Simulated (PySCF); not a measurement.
Stepwise substitution at one centre (Ge F-Cl). Isolated molecules, 0 K electronic values unless said otherwise. Strings in code marks are SMILES.

The T1 excitation (TDA) from two functionals at the same geometries (B3LYP-D3(BJ)/def2-TZVP), both in PySCF: PBE-D3(BJ)/def2-TZVP and B3LYP-D3(BJ)/def2-TZVP. B3LYP has the VWN-RPA correlation part, as in Gaussian. Excitations are Tamm–Dancoff values on a coarser integration grid. The basis has no diffuse functions, so Rydberg states are missing or too high.

```tsv
species	PBE-D3(BJ)/def2-TZVP (eV)
1 of 4 F replaced by Cl (`[Cl][Ge]([F])([F])[F]`)	5.78
2 of 4 F replaced by Cl	5.27
3 of 4 F replaced by Cl	4.88
```

Task: What does B3LYP-D3(BJ)/def2-TZVP give for each?

Result: 
- 1 of 4 F replaced by Cl (`[Cl][Ge]([F])([F])[F]`): 6.19
- 2 of 4 F replaced by Cl: 5.70
- 3 of 4 F replaced by Cl: 5.35
Over these rows, drawn at random from the members with no instability flagged (it was tested for open shells, ions and some series alone), PBE minus B3LYP-D3(BJ): mean -0.43 eV, from -0.47 eV to -0.41 eV.
